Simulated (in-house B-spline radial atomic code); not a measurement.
A fraction x of an electron is removed from 4p in neutral selenium, starting from [Ar] 3d10 4s2 4p4 and keeping the highest spin. Level of theory: non-relativistic SCAN, spin-polarised, spherical fractional occupations, point nucleus; calculated with a B-spline radial code for spherical atoms.

```
   x  E(x) - E(0) (eV)  4p down level (eV)
   0            0.0000              -5.613
0.12            0.7262              -6.492
0.18            1.1290              -6.937
0.32            2.1734              -7.985
0.49            3.6402              -9.274
 0.5            3.7334              -9.350
0.51            3.8273              -9.426
0.74            6.1965             -11.172
0.84            7.3511             -11.916
0.99            9.2201             -13.010
   1            9.3506                   -
```

The exact functional would give a straight line between the two integer points. Deviations E(x) - E(0) - x[E(1) - E(0)], in eV: -0.396 at x = 0.12, -0.554 at x = 0.18, -0.819 at x = 0.32, -0.942 at x = 0.49, -0.942 at x = 0.5, -0.942 at x = 0.51, -0.723 at x = 0.74, -0.503 at x = 0.84, -0.037 at x = 0.99.

The curve lies below the straight line by up to 0.942 eV (at x = 0.49): convex, the delocalisation error that favours fractional charges.

Q: How well does Slater's transition state (minus the level at half occupation) give the ionisation energy?

A: It gives 9.350 eV against 9.351 eV from the two total energies; NIST lists 9.75 eV, ground level to ground level.
